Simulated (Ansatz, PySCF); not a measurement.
Species: C4H8O (charge +1, doublet). 
Geometry from a B3LYP-D3(BJ)/def2-TZVP (Ansatz, a program for electronic structure) optimisation:
```xyz
13

C      2.0310    -0.0228    -0.2507
C      0.8122    -0.1168     0.6313
C     -0.5774    -0.0201    -0.1007
C     -1.8000     0.2966     0.7497
O     -0.6445    -0.1964    -1.2742
H      2.9053    -0.0972     0.4020
H      2.0899     0.9347    -0.7671
H      2.0794    -0.8307    -0.9782
H      0.7051    -1.0921     1.1255
H      0.7500     0.6624     1.3951
H     -1.7664     1.3773     0.9202
H     -1.6952    -0.2250     1.7003
H     -2.7067     0.0205     0.2190
```
Charge +1, spin multiplicity 2.

Total electronic energies in hartree. Cores are frozen in the correlated levels unless marked. UHF or UKS for open shells. Spin-orbit coupling is left out. Non-relativistic. CBS(X,Y): correlation extrapolated as X^-3; Hartree-Fock from the larger set. The bracket is a focal-point correction in the basis named.

```json
[
 {"level": "HF-D3(BJ)/def2-TZVPD", "program": "PySCF + dftd3", "energy (Eh)": "-230.85527"},
 {"level": "HF-D4/def2-TZVPD", "program": "PySCF + dftd4", "energy (Eh)": "-230.81286"},
 {"level": "RI-HF/cc-pVTZ", "program": "Ansatz", "energy (Eh)": "-230.78102"},
 {"level": "RI-HF/cc-pVQZ", "program": "Ansatz", "energy (Eh)": "-230.79683"},
 {"level": "PBE-D3(BJ)/def2-TZVPD", "program": "Ansatz + dftd3", "energy (Eh)": "-231.93225"},
 {"level": "B3LYP/def2-TZVPD", "program": "Ansatz", "energy (Eh)": "-232.22391"},
 {"level": "PBE0-D4/def2-TZVPD", "program": "Ansatz + dftd4", "energy (Eh)": "-231.94656"},
 {"level": "PBE0/def2-TZVP", "program": "Ansatz", "energy (Eh)": "-231.94017"},
 {"level": "PBE0/def2-TZVPD", "program": "PySCF", "energy (Eh)": "-231.94093"},
 {"level": "PBE0/def2-QZVPP", "program": "Ansatz", "energy (Eh)": "-231.95560"},
 {"level": "TPSSh-D3(BJ)/def2-TZVPD", "program": "PySCF + dftd3", "energy (Eh)": "[?]"},
 {"level": "r2SCANh/def2-TZVPD", "program": "Ansatz", "energy (Eh)": "-232.07216"},
 {"level": "HSE06-D3(BJ)/def2-TZVPD", "program": "Ansatz + dftd3", "energy (Eh)": "-231.93334"},
 {"level": "HSE06/def2-TZVPD", "program": "Ansatz", "energy (Eh)": "-231.92805"},
 {"level": "LC-wPBE/def2-TZVPD", "program": "Ansatz", "energy (Eh)": "-232.06437"},
 {"level": "B2PLYP/def2-TZVPD", "program": "Ansatz", "energy (Eh)": "-232.00821"},
 {"level": "RI-MP2/cc-pVTZ", "program": "Ansatz", "energy (Eh)": "-231.63142"},
 {"level": "SCS-MP2/aug-cc-pVDZ", "program": "Ansatz", "energy (Eh)": "-231.43428"},
 {"level": "SCS-MP2/cc-pVTZ", "program": "Ansatz", "energy (Eh)": "-231.63235"},
 {"level": "CCSD/STO-3G", "program": "Ansatz", "energy (Eh)": "-228.21029"},
 {"level": "CCSD/cc-pVDZ", "program": "Ansatz", "energy (Eh)": "-231.47464"},
 {"level": "CCSD(T)/6-31G*", "program": "Ansatz", "energy (Eh)": "-231.42576"},
 {"level": "RI-MP2/CBS(cc-pVTZ,cc-pVQZ)+[CCSD(T)-MP2]/cc-pVTZ", "program": "Ansatz", "energy (Eh)": "-231.8426"}
]
```

**Question.** What belongs in the gaps?

**Answer.** 
- TPSSh-D3(BJ)/def2-TZVPD, energy (Eh): -232.24566
